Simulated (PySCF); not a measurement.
Point-charge models of `CC[SiH2][Si@@H]([SiH3])[SiH2][SiH3]` against its computed dipole.

Coordinates (GFN2-xTB, Å) and charges (e) from the PBE0/pcSseg-1 density (PySCF):

```csv
atom,x,y,z,Mulliken,IAO,Hirshfeld,ESP-fitted
C1,-3.314,1.313,-0.043,-0.2716,-0.4083,-0.1160,-0.2934
C2,-2.061,0.527,-0.403,-0.5775,-0.5186,-0.1558,+0.0748
Si3,-1.117,-0.124,1.118,+0.4142,+0.4764,+0.2433,+0.2511
Si4,0.788,-1.220,0.351,-0.3058,-0.0052,+0.0835,-0.1090
Si5,0.307,-3.075,-0.972,+0.2756,+0.3156,+0.2158,+0.2448
Si6,2.311,0.268,-0.624,+0.0268,+0.1551,+0.1463,+0.1519
Si7,3.233,1.893,0.739,+0.2312,+0.3048,+0.2174,+0.2261
H8,-3.831,1.663,-0.936,+0.1197,+0.1421,+0.0411,+0.0712
H9,-4.004,0.692,0.526,+0.1162,+0.1379,+0.0389,+0.0742
H10,-3.060,2.179,0.564,+0.1161,+0.1382,+0.0390,+0.0732
H11,-2.339,-0.310,-1.048,+0.1471,+0.1425,+0.0357,+0.0066
H12,-1.402,1.165,-0.997,+0.1482,+0.1423,+0.0349,+0.0049
H13,-2.054,-0.960,1.883,-0.0473,-0.1041,-0.0772,-0.0896
H14,-0.832,1.029,1.987,-0.0495,-0.1052,-0.0773,-0.0901
H15,1.465,-1.738,1.566,+0.0262,-0.0732,-0.0800,-0.0257
H16,1.506,-3.769,-1.449,-0.0504,-0.0925,-0.0716,-0.0624
H17,-0.440,-2.676,-2.169,-0.0607,-0.1016,-0.0768,-0.0855
H18,-0.509,-4.090,-0.300,-0.0505,-0.0923,-0.0708,-0.0662
H19,1.631,0.915,-1.761,-0.0271,-0.0886,-0.0787,-0.0794
H20,3.388,-0.489,-1.286,-0.0143,-0.0800,-0.0738,-0.0597
H21,3.830,1.293,1.936,-0.0572,-0.0977,-0.0749,-0.0767
H22,4.285,2.705,0.120,-0.0510,-0.0902,-0.0689,-0.0663
H23,2.215,2.836,1.211,-0.0584,-0.0973,-0.0745,-0.0748
```

Compute μ = Σ q r for each scheme (1 e·Å = 4.803 D) and compare with the dipole of the full density.

The full density gives (-0.41, 0.22, -0.31) D, 0.56 D in size; dipole vectors point from the negative to the positive end.

| scheme | μx | μy | μz | size (D) | share of the full size (%) | angle to the full dipole (°) |
| --- | --- | --- | --- | --- | --- | --- |
| Mulliken | -0.27 | 0.14 | 0.73 | 0.79 | 141 | 101 |
| IAO | 0.14 | -0.15 | 0.52 | 0.56 | 101 | 144 |
| Hirshfeld | -0.07 | -0.01 | 0.09 | 0.11 | 20 | 88 |
| ESP-fitted | -0.40 | 0.21 | -0.30 | 0.54 | 97 | 1 |

Which set comes closest?

Length of the difference vector: ESP-fitted 0.02 D, Hirshfeld 0.57 D, Mulliken 1.05 D, IAO 1.07 D. Closest: ESP-fitted. The schemes that divide the density aren't constrained to reproduce the dipole.

What is left for the Hirshfeld atoms' own dipoles?

The Hirshfeld atoms' densities add up to the full density, so μ = Σ q r + Σ (atomic dipoles). The atomic dipoles sum to (-0.41, 0.22, -0.31) − (-0.07, -0.01, 0.09) = (-0.34, 0.23, -0.40) D, 0.57 D in size.

With the origin at the mean of the coordinates, (0.000, 0.001, 0.000) Å, which are the largest single terms, by size, of the Mulliken dipole along the direction of the full one?

C2 -5.37, C1 -3.87, H8 +2.29, Si7 -2.24, Si4 +1.85 D; all 23 atoms together -0.15 D. The single terms depend on the origin, their sum doesn't.

Give the size of the full dipole in other units.

0.56 D = 0.219 au = 0.116 e·Å = 1.86 × 10⁻³⁰ C·m.

One conformer (not necessarily the lowest) at the GFN2-xTB geometry, without solvent, vibrations or thermal averaging.

The run behind these numbers computed NMR shieldings as well. Time: 57 s wall; peak memory 1.1 GiB. Hardware: Arm Neoverse V1, one thread (shared host).

The values belong to the conformer `[CH3:1][CH2:2][SiH2:3][Si@@H:4]([SiH3:5])[SiH2:6][SiH3:7]`: C1–C2–Si3–Si4 -178°, C2–Si3–Si4–Si5 -63°, Si3–Si4–Si6–Si7 63°.
